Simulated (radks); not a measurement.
The terbium anion Tb- inside a hard spherical wall (all orbitals vanish at R), configuration held at [Xe] 4f10 6s2 and not refilled when levels cross. Method: scalar-relativistic Kohn-Sham, PBEsol, spin-unpolarised, spherical densities, finite nucleus; Fermi nuclear charge, rms radius 5.06 fm; computed with a radial shooting solver on a logarithmic mesh with Libxc functionals. Eigenvalues in eV, with the zero of energy where the potential of the charges vanishes at infinity; a dash marks a level that is unbound or too diffuse for the functional's potential to be trusted. A positive occupied level is held by the wall or, in an anion where self-interaction has pushed it up, behind a barrier. The pressure on the wall is -dE/dV.

R (bohr)  E (hartree)  kinetic (hartree)    e(5s)    e(5p)   e(6s)  e(6p, empty)  e(7s, empty)   e(4f)  pressure (GPa)
15        -11704.0431          12594.013  -41.405  -19.053   0.187             -             -   3.573          0.0439
12        -11704.0278          12594.003  -40.261  -17.968   0.759             -             -   4.791           0.113
10        -11704.0076          12594.040  -39.120  -16.873   1.403             -             -   5.970           0.348
8         -11703.9557          12594.178  -37.284  -15.109   2.709         5.329        11.552   7.849            1.58
7         -11703.8957          12594.344  -35.901  -13.790   3.969         7.187        16.298   9.275            3.91
6         -11703.7759          12594.680  -33.998  -11.999   6.176        10.428        24.417  11.271            11.1
5         -11703.5041          12595.487  -31.184   -9.394  10.567        16.744        39.686  14.319            39.2
3.5       -11701.7701          12601.368  -21.666   -0.273  32.967        46.216        104.92  25.449             522
3         -11699.6638          12608.644  -14.048    7.749  55.486        73.410        160.79  34.800            1630
2         -11679.7386          12671.131   34.450   63.815  213.13        248.68        492.41  86.873           29200
